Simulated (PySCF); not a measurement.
**Computed properties of disilylmethane (CH₈Si₂), SMILES [SiH3]C[SiH3]**

CH₈Si₂, SMILES [SiH3]C[SiH3]. The structure is a stationary point at B3LYP-D3(BJ)/def2-SVP. One conformer was computed; it need not be the lowest. All values are computed for the isolated molecule unless a solvent is named; none is compared with measurement here.

**Structure.** The optimised structure has C2v symmetry. All 27 harmonic modes at B3LYP-D3(BJ)/def2-SVP (PySCF) are real, so it is a minimum. With heavy atoms numbered as in [SiH3:1][CH2:2][SiH3:3], the shortest bond between them is C2–Si3 at 1.888 Å and the longest Si1–C2 at 1.888 Å.

**Vibrations.** The strongest infrared lines (harmonic, unscaled, degenerate partners summed) lie at 922 cm⁻¹ (358 km/mol, H 93 %), 2224 cm⁻¹ (236 km/mol, H 96 %), 2214 cm⁻¹ (204 km/mol, H 98 %). The softest mode is at 94 cm⁻¹ and the zero-point energy is 48.0 kcal/mol.

**Electronic structure.** CAM-B3LYP/def2-TZVPD (PySCF) places the frontier levels at -10.13 and 0.68 eV, a gap of 10.81 eV, and gives a dipole moment of 0.82 D and a mean polarisability of 70.1 bohr³.

**Excitations.** TDA-M06-2X/def2-SVPD (PySCF) has S1 at 7.86 eV (158 nm, f = 0.047, weak); the most intense of the 10 singlets computed lies at 8.64 eV (f = 0.19). T1 (TDA) is at 7.46 eV, 0.40 eV under S1. No vertical singlet excitation falls in the visible range (under 3.1 eV).

**NMR.** GIAO shifts at HF/pcSseg-1 (PySCF) (non-relativistic, atoms alike by connectivity averaged): ¹³C at -14.4 ppm against TMS; ¹H from -0.1 to 4.0 ppm against TMS; ²⁹Si at -58.5 ppm against TMS.
